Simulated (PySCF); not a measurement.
Consider 3-chlorophenol, `Oc1cccc(Cl)c1` (C6H5ClO). Coordinates in Å; atoms count from 1 in this order:
```
O    -2.1060   -1.3571   -0.1638
C    -0.9852   -0.6141   -0.0780
C    -0.9974    0.7822   -0.1651
C     0.1979    1.4912   -0.0718
C     1.4116    0.8342    0.1086
C     1.4031   -0.5589    0.1956
Cl    2.8992   -1.4033    0.4228
C     0.2247   -1.2914    0.1052
H    -2.8646   -0.7770   -0.2875
H    -1.9445    1.3113   -0.3061
H     0.1814    2.5814   -0.1420
H     2.3518    1.3814    0.1810
H     0.2298   -2.3793    0.1741
```

These are calculated values, ωB97X-D3(BJ)/ma-def2-TZVP in PySCF (grid level 2) at geometries from PBE0-D3(BJ)/def2-SVP. The prefix ma- adds one diffuse s and one diffuse p function on all atoms but H. Zero-point and thermal terms (298.15 K, 1 bar) come from unscaled PBE0-D3(BJ)/def2-SVP harmonic frequencies, with soft modes damped to free rotors in the entropy.

Q: What are the vertical and the adiabatic ionisation energy for forming the radical cation?

A: 8.75 eV vertical and 8.55 eV adiabatic, the latter with zero-point energy.

Q: Where does the unpaired spin of the relaxed radical cation sit?

A: C5 (aromatic carbon) 0.47, C3 (aromatic carbon) 0.28, C2 (aromatic carbon) 0.17, O1 (phenolic oxygen) 0.17 (intrinsic atomic orbital populations).

Q: What oxidation potential follows in DMF (IEF-PCM), given that Fc+/Fc comes at 4.54 V absolute with this functional and basis?

A: In the gas phase ΔG of oxidation is 8.527 eV, and solvation is -27.5 kJ/mol for the parent and -237.6 kJ/mol for the product, so the absolute potential is 6.35 V, or 1.81 V against Fc+/Fc. Fc+/Fc in DMF, 4.54 V, is ωB97X-D3(BJ)/ma-def2-TZVP on PBE0-D3(BJ)/def2-SVP structures with GFN2-xTB thermal terms. Benchmark calculations put it near 5.0 V in acetonitrile and DMSO, so it is about 0.5 V low, and the value against it can read up to that much too high. The solvent is electrostatics only, on gas-phase structures; the absolute scale refers to an electron at rest in vacuum.

Q: How far is −ε(HOMO) from the vertical value by ΔSCF?

A: −ε(HOMO) = 8.98 eV, which is 0.23 eV above the ΔSCF value.

Known limits: spin-orbit coupling is left out of the energies, which matters for open shells on the heavier atoms.
